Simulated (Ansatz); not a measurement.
Coupled-cluster diagnostics for the cluster Li5Al3 (the lowest singlet isomer of a short search), Ansatz.

Geometry of the singlet (r2SCAN-D4/def2-SVP):

```xyz
8

Al    0.021    0.899    0.081
Al   -1.335   -0.580   -1.504
Al    0.181   -1.722    0.361
Li    2.445   -0.282    0.492
Li    0.352   -0.197    2.568
Li    1.035    3.031    1.046
Li   -1.464    2.112   -1.780
Li   -1.235   -3.260   -1.264
```

Correlated methods freeze 15 core orbitals; core or outer-core shells of Li are correlated, in sets that lack core-valence functions. Another isomer (singlet) lies 0.03 eV lower at PBE0-D4/def2-TZVP; other spin states weren't run for this one.

**Question.** Estimate the CCSD(T) correlation energy, the shares of MP2 and (T), T1 and the reference's ⟨S²⟩ for: charge 0, singlet, own geometry in def2-TZVPP; and the rough time on 4 threads of Arm Neoverse V2 on a shared host.

**Answer.** 
```
                          state       basis  correlation (eV)  MP2 share (%)  (T) share (%)     T1  ⟨S²⟩ (pure)  wall time                            remarks
charge 0, singlet, own geometry  def2-TZVPP           -15.240           88.4            7.1  0.022  0.00 (0.00)       51 s  large T1, restricted SCF unstable
```
Customary marks for T1 are 0.02 (closed shells), 0.045 (open shells) and about 0.05 (3d metals). T1 exceeds 0.02 in 1 of 1 rows and 0.045 in 0; the higher it lies, the less the single-reference result can be trusted.
